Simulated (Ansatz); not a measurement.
`C[N](C)[InH][F]` + H₂O → `C[N](C)[InH][OH]` + H–F at 500 K and 1 bar (formal hydrolysis of the In–F bond).

Isolated molecules relaxed with PBE0-D4/def2-TZVP in Ansatz; ΔE leaves out vibrations. CCSD(T)/CBS adds triple-zeta CCSD(T) − MP2 to the extrapolated MP2 energy (def2 sets, frozen cores). This one scheme is used for every species. Elements past krypton have def2 core potentials. For In outer-core shells are correlated without core-valence functions, which leaves a few kJ/mol of doubt a bond. One conformer a species, not always the lowest.

```json
{"species": "`C[N](C)[InH][F]`", "CCSD(T)/CBS energy (Eh)": "-424.64012", "H − E (kJ/mol)": "285.4", "S (J/(mol·K))": "442.6"}
{"species": "H₂O", "CCSD(T)/CBS energy (Eh)": "-76.37941", "H − E (kJ/mol)": "73.2", "S (J/(mol·K))": "206.3"}
{"species": "`C[N](C)[InH][OH]`", "CCSD(T)/CBS energy (Eh)": "-400.60971", "H − E (kJ/mol)": "318.4", "S (J/(mol·K))": "456.0"}
{"species": "H–F", "CCSD(T)/CBS energy (Eh)": "-100.39570", "H − E (kJ/mol)": "39.4", "S (J/(mol·K))": "188.7"}
```

H − E and S are ideal-gas, rigid-rotor, harmonic terms from PBE0-D4/def2-TZVP, for one conformer and one mirror image of each species. 1 Eh = 2625.50 kJ/mol, R = 8.31446 J/(mol·K).

By hand: ΔE, ΔH, ΔS and ΔG.

ΔE = (-400.60971) + (-100.39570) − (-424.64012) − (-76.37941) = 0.01412 Eh = 37.1 kJ/mol. Δ(H − E) = 318.4 + 39.4 − 285.4 − 73.2 = -0.8, so ΔH = 36.3 kJ/mol. ΔS = 456.0 + 188.7 − 442.6 − 206.3 = -4.2 J/(mol·K). ΔG = 36.3 − 500 × (-4.2)/1000 = 38.4 kJ/mol.

By hand: the equilibrium constant, and the temperature at which ΔG would vanish if ΔH and ΔS stayed fixed.

log₁₀ K = −ΔG/(RT ln 10) = -4.0. ΔH and −TΔS have one sign here, so there is no such temperature. One of them is within its doubt of zero, so this could turn.

The number of gas molecules stays the same, so ΔS is small and ΔH decides. A doubt of 5 kJ/mol in ΔE shifts log₁₀ K by 0.5 here. Other conformers and mirror images would add mixing entropy, several J/(mol·K) or more a flexible species. These are equilibria of isolated gas molecules and say nothing of rates. Largest T1 diagnostic: 0.016 (customary marks: 0.02 for closed shells, 0.045 for open ones).
